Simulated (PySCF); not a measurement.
O2P2, SMILES o1p2op12. Coordinates come from a B3LYP-D3(BJ)/def2-SVP optimisation.

Calculation: B3LYP-D3(BJ)/def2-SVP in PySCF.

Harmonic wavenumbers (cm⁻¹): 445, 582, 620, 717, 735, 888. Rotational constants (GHz): 12.76, 5.132, 3.660; symmetry number 4.

Problem. Work out the zero-point energy and the ideal-gas rigid-rotor harmonic-oscillator thermochemistry at 298.15 K and 1 atm.

Solution. ZPE = ½ Σ hcν = ½ × 3986 cm⁻¹ = 5.70 kcal/mol. H − E(el) = 8.60 kcal/mol. Entropy in cal/(mol K): translation 39.53, rotation 21.95, vibration 2.41, total 63.90. G − E(el) = -10.45 kcal/mol. Cp = 13.46 cal/(mol K).
